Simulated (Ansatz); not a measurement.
Isolated molecules relaxed with PBE0-D4/def2-TZVP in Ansatz; ΔE leaves out vibrations. CCSD(T)/CBS is the MP2 limit (def2-TZVPP, def2-QZVPP) plus CCSD(T) − MP2 in def2-TZVPP, frozen cores. Functionals use def2-TZVPP. For Ge outer-core shells are correlated without core-valence functions, which leaves a few kJ/mol of doubt a bond. Scalar relativity is left out up to krypton. Each species was taken in one conformer, which may not be the lowest.

`O[SiH2]S[SiH3]` + `C#[C][GeH3]` → `C#C[SiH2]S[SiH3]` + `[OH][GeH3]`  (redistribution)

`O[SiH2]S[SiH3]`:

```xyz
10

O    -1.468    0.463    1.224
Si   -0.897   -0.976    0.675
S    -0.099   -0.845   -1.299
Si    1.344    0.694   -0.929
H    -2.123    0.912    0.687
H     0.146   -1.359    1.649
H    -1.958   -2.008    0.569
H     2.372    0.577   -1.991
H     0.722    2.040   -0.994
H     1.959    0.502    0.409
```

`C#[C][GeH3]`:

```xyz
7

C    -0.114   -1.983    0.266
C    -0.046   -0.791    0.106
Ge    0.063    1.089   -0.146
H    -0.175   -3.038    0.407
H    -0.782    1.469   -1.368
H    -0.476    1.784    1.109
H     1.530    1.469   -0.375
```

`C#C[SiH2]S[SiH3]`:

```xyz
11

C    -2.350    0.574   -0.687
C    -1.514   -0.282   -0.535
Si   -0.212   -1.531   -0.282
S     1.713   -0.708   -0.680
Si    1.549    1.027    0.564
H    -3.092    1.327   -0.825
H    -0.303   -2.011    1.117
H    -0.395   -2.653   -1.231
H     0.844    2.128   -0.134
H     2.938    1.443    0.878
H     0.822    0.687    1.814
```

`[OH][GeH3]`:

```xyz
6

O     0.006   -0.798    1.116
Ge   -0.060    0.372   -0.227
H     0.306   -1.665    0.837
H    -0.554    1.667    0.423
H    -1.039   -0.125   -1.309
H     1.342    0.548   -0.840
```

```
             level  ΔE (kJ/mol)
           ωB97M-V         59.8
            r2SCAN         57.8
     HF/def2-TZVPP         63.5
SCS-MP2/def2-QZVPP         58.0
```

**Question.** What does CCSD(T)/CBS give? (Estimate.)

**Answer.** Ansatz gave: +59.9 kJ/mol. The listed levels differ from it by -0.1, -2.1, 3.6, -1.9 kJ/mol.

Largest T1 diagnostic among the species: 0.012.

From PBE to PBE0 (25 % exact exchange), in def2-TZVPP and without D4, ΔE moves by +3.5 kJ/mol. The D4 term adds −3.2 kJ/mol with B3LYP and −2.0 kJ/mol with PBE0; it sums over pairs of atoms, weighted by their polarisabilities, and B3LYP, whose exchange is more repulsive, gets the larger term.

B3LYP here is the variant with VWN-RPA as its local correlation; programs differ in this.
